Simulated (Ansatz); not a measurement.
NbO3H, relaxed as a singlet with RKS B3LYP-D4/def2-TZVP in Ansatz, starting from the GFN2-xTB geometry. Force threshold 0.02 eV/Å.

In the def2 sets Nb takes a core potential; there is no spin–orbit coupling. The structure holds one bond between oxygen atoms, so isomers without such links may lie far lower. Another isomer (singlet) lies 3.80 eV lower at PBE0-D4/def2-TZVP; other spin states weren't run for this one.

Start:

```csv
atom,x (Å),y (Å),z (Å)
Nb1,-0.168,-0.187,-0.116
O2,0.546,1.200,0.852
O3,-1.425,-1.047,0.583
O4,0.481,1.507,-0.431
H5,0.566,-1.473,-0.889
```

**Question.** Estimate the energy that the relaxation releases and the steps that it takes.

**Answer.** 30.0 kcal/mol, in 9 steps; 15 s on 2 threads of Arm Neoverse V2 on a shared host. No frequencies were taken in this run, so the end may be a saddle point.

**Question.** Does the start keep its bonding and symmetry?

**Answer.** By distances, no bond broke or formed. The bond that changes most is O2–O4, from 1.32 to 1.48 Å (atoms count from 1).

**Question.** Predict the relaxed structure.

**Answer.** 
Cartesian coordinates in Å:
```
Nb -0.097 -0.294 -0.053
O 0.785 1.135 0.863
O -1.610 -0.821 0.532
O 0.146 1.573 -0.394
H 0.776 -1.594 -0.947
```
Bond lengths: 3 × Nb–O 1.71 to 1.91 Å; 1 × O–O 1.48 Å; 1 × H–Nb 1.80 Å.
